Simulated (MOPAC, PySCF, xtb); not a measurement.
Complex: GeH4 (SMILES [GeH4]) (first 5 atoms) with CH2F2 (SMILES FCF); geometry from B3LYP-D3(BJ)/def2-TZVP, rigid monomers moved along the line of their centres of mass till Ge1···F6 is 3.89 Å.
(charge 0, multiplicity 1):
```xyz
10

Ge    -0.70011     0.53473     0.34687
H     -0.86038     0.61856    -1.18010
H     -0.37539    -0.91920     0.72698
H     -2.01310     0.95637     1.01988
H      0.44309     1.45177     0.79628
F     -0.11076    -0.05759     4.14253
C      0.78210    -1.08563     4.22258
F      1.98315    -0.64925     3.75429
H      0.43269    -1.90001     3.58679
H      0.89447    -1.36690     5.27071
```

Interaction energies are E(AB) − E(A) − E(B) at the monomers' geometry in the complex; basis-set methods are counterpoise corrected. Rows marked so take none.

Rows in 3-21G carry no dispersion term and start afresh at each structure; the Pople sets are all-electron and without relativity. The state that PM6 reach isn't checked.

Programs: MOPAC for PM6 (differences of heats of formation); PySCF for 3-21G rows; xtb for the GFN methods. 

Q: One of these levels gives -8.6 kJ/mol for the interaction energy. Name it.
A) HF/3-21G (no counterpoise)
B) PM6
C) GFN1-xTB
D) GFN2-xTB

A: A, HF/3-21G (no counterpoise). The others give -1.1 (PM6), -15.3 (GFN1-xTB), -6.2 (GFN2-xTB)
